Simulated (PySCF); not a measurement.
# Two-component Hartree-Fock for Bi³⁺ (bismuth, charge +3)

Start: [Xe] 4f14 5d10 6s2. Calculated with PySCF 2.14 in x2c-TZVPPall-2c with one added diffuse shell each of s, p, d, f type (12s12p10d4f, 126 functions): generalised Hartree-Fock with the X2C-1e Hamiltonian and a Gaussian nucleus; spin-orbit coupling (SO) screened by Boettger's factors.

```
spinor shell  electrons  ε, screened SO (eV)  weight of nominal j (screened SO)  rms radius, screened SO (bohr)
       1s1/2          2             -91038.6                              1.000                          0.0178
       2s1/2          2             -16536.3                              1.000                          0.0718
       2p1/2          2             -15864.6                              1.000                          0.0606
       2p3/2          4             -13540.1                              1.000                          0.0691
       3s1/2          2              -4086.2                              1.000                           0.183
       3p1/2          2              -3783.6                              1.000                           0.175
       3p3/2          4              -3256.0                              1.000                           0.192
       3d3/2          4              -2765.8                              1.000                           0.168
       3d5/2          6              -2654.4                              1.000                           0.172
       4s1/2          2              -999.38                              1.000                           0.401
       4p1/2          2              -866.65                              1.000                           0.404
       4p3/2          4              -734.82                              1.000                           0.438
       4d3/2          4              -518.85                              1.000                           0.446
       4f5/2          6              -210.49                              1.000                           0.479
       5s1/2          2              -209.76                              1.000                           0.890
       4f7/2          8              -205.06                              1.000                           0.480
       5p1/2          2              -161.43                              1.000                           0.953
       5p3/2          4              -136.07                              1.000                            1.04
       5d3/2          4              -65.710                              1.000                            1.27
       5d5/2          6              -62.371                              1.000                            1.32
       6s1/2          2              -42.992                              1.000                            2.18
```

(1) Where does 4d5/2 lie, and what is the 4d spin-orbit splitting (screened SO)?

```tsv
quantity	screened SO
E (hartree)	-21553.25245
M_J	0
⟨J²⟩	0.000
⟨L²⟩	0.208
⟨S²⟩	0.208
```

Breit and QED terms are absent; they matter most for the inner s and p1/2 levels.

Densities and radii are taken from the X2C orbitals without a picture-change correction, which distorts them close to the nucleus.

Answers

(1) At -493.57 eV, 25.281 eV above 4d3/2.
